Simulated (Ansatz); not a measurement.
Reaction (formal exchange of groups at a B–C bond): `BCBC` + `C=C=C(F)Cl` → `C=C=C(F)BC` + `BCCl`

Program: Ansatz. Geometries: PBE0-D4/def2-TZVP. ΔE: electronic, gas phase. CCSD(T)/CBS is the MP2 limit (def2-TZVPP, def2-QZVPP) plus CCSD(T) − MP2 in def2-TZVPP, frozen cores. Functionals use def2-TZVPP. Each species was taken in one conformer, which may not be the lowest.

`BCBC`:

```xyz
12

B    -0.646   -0.289    1.637
C    -1.096   -0.412    0.161
B     0.204   -0.481   -0.712
C     1.112    0.756   -0.980
H    -0.141    0.725    2.028
H    -0.755   -1.204    2.402
H    -1.767   -1.252   -0.020
H    -1.558    0.551   -0.103
H     0.527   -1.538   -1.185
H     0.783    1.688   -0.517
H     1.202    0.913   -2.062
H     2.136    0.542   -0.648
```

`C=C=C(F)Cl`:

```xyz
7

C    -0.576    1.250    0.056
C     0.012    0.095    0.000
C     0.584   -1.069   -0.056
F     1.900   -1.229   -0.166
Cl   -0.256   -2.558    0.003
H    -0.908    1.762   -0.843
H    -0.756    1.748    1.006
```

`C=C=C(F)BC`:

```xyz
12

C    -0.123   -0.562    2.787
C    -0.380   -0.170    1.580
C    -0.578    0.203    0.333
F    -1.741    0.836    0.028
B     0.456   -0.057   -0.772
C     0.242    0.380   -2.248
H     0.385    0.088    3.493
H    -0.412   -1.551    3.131
H     1.457   -0.618   -0.430
H     0.380   -0.477   -2.918
H     1.037    1.084   -2.529
H    -0.723    0.844   -2.455
```

`BCCl`:

Cartesian coordinates in Å:
```
B -0.899 0.008 -0.264
C 0.597 -0.087 0.124
Cl 1.250 1.220 1.146
H -1.335 -0.871 -0.950
H -1.604 0.902 0.089
H 1.209 -0.135 -0.785
H 0.782 -1.037 0.640
```

Q: Is it downhill or uphill in electronic energy at CCSD(T)/CBS, and by how much? (Best estimate.)

A: Computed: Downhill: ΔE = -22.4 kJ/mol.

Q: What do these levels give: PBE0-D4, ωB97X-V, PBE0, SCS-MP2/def2-TZVPP, CCSD/def2-TZVPP, SCS-MP2/def2-QZVPP? (An estimate is asked.)

A: Computed: PBE0-D4 -18.4, ωB97X-V -22.0, PBE0 -19.2, SCS-MP2/def2-TZVPP -20.9, CCSD/def2-TZVPP -22.4, SCS-MP2/def2-QZVPP -22.4 kJ/mol.

Largest T1 diagnostic among the species: 0.013.

In def2-TZVPP, CCSD(T) changes the Hartree–Fock value by +20.8 kJ/mol (the triples alone add +2.5 kJ/mol) and MP2 by +24.2 kJ/mol.
